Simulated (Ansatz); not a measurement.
The same atomization along the group Si, Ge, Sn.

Program: Ansatz. Geometries: PBE0-D4/def2-TZVP. ΔE: electronic, gas phase. CCSD(T)/CBS adds triple-zeta CCSD(T) − MP2 to the extrapolated MP2 energy (def2 sets, frozen cores). This one scheme is used for every species, atoms too. Functionals use def2-TZVPP. B3LYP here is the variant with VWN-RPA as its local correlation; programs differ in this. No spin–orbit coupling; open shells (•) take unrestricted orbitals. Spin–orbit coupling would lower the free atoms: a little for O, Si; clearly for Br, Ge; strongly for Sn. Elements past krypton have def2 core potentials. For Br, Ge, Sn outer-core shells are correlated without core-valence functions, so the limit isn't a true one: a few kJ/mol of doubt a bond, and 10 to 20 or more in all where bonds break to atoms. Scalar relativity is left out up to krypton. Each species was taken in one conformer, which may not be the lowest.

```
                            reaction  CCSD(T)/def2-SVP (kJ/mol)  PBE0-D4 (kJ/mol)  B3LYP-D4 (kJ/mol)  ωB97M-V (kJ/mol)
     `O[Si]Br` → Br• + H• + O• + Si•                       1212              1333               1338              1360
`[OH][Ge][Br]` → Br• + H• + O• + Ge•                       1130              1241               1247              1249
`[OH][Sn][Br]` → Br• + H• + O• + Sn•                       1053              1176               1186              1181
```

Question: Give the CCSD(T)/CBS values in the same order. (Best estimate.)

Answer: Ansatz gave: 1361, 1270, 1220 kJ/mol.

Largest T1 diagnostic: 0.015, for `[OH][Sn][Br]`.

For atomizations the MP2-based limit and the directly extrapolated one differ by several kJ/mol either way, and by 10 to 25 for some Ge, Se and Sn compounds, so smaller differences from it don't rank the levels.
